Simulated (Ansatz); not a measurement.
C2H6ClFSi, SMILES `FC[SiH2]CCl` at its PBE0-D4/def2-TZVP geometry, where that method's forces vanish. Charge 0, multiplicity 1.

```xyz
11

F    -1.3162   -0.8712   -1.5478
C    -1.5080   -0.0987   -0.4037
Si    0.0953    0.8134    0.0104
C     1.4595   -0.4461    0.3151
Cl    1.0303   -1.4610    1.7218
H    -2.3333    0.5952   -0.5930
H    -1.8051   -0.7652    0.4121
H     0.4882    1.6808   -1.1327
H    -0.1134    1.6367    1.2293
H     2.4186    0.0255    0.5300
H     1.5842   -1.1095   -0.5415
```

Q: What forces (eV/Å) does PBE-D4/def2-TZVPP give on these atoms in Ansatz? (Estimate.)

A: Computed: 
```
F1   0.093 -0.366 -0.540
C2  -0.009  0.220  0.280
Si3  0.005  0.062  0.018
C4  -0.005  0.089 -0.074
Cl5 -0.083 -0.207  0.281
H6  -0.190  0.166 -0.014
H7  -0.071 -0.130  0.204
H8   0.039  0.097 -0.126
H9  -0.014  0.094  0.131
H10  0.202  0.099  0.026
H11  0.034 -0.125 -0.186
```
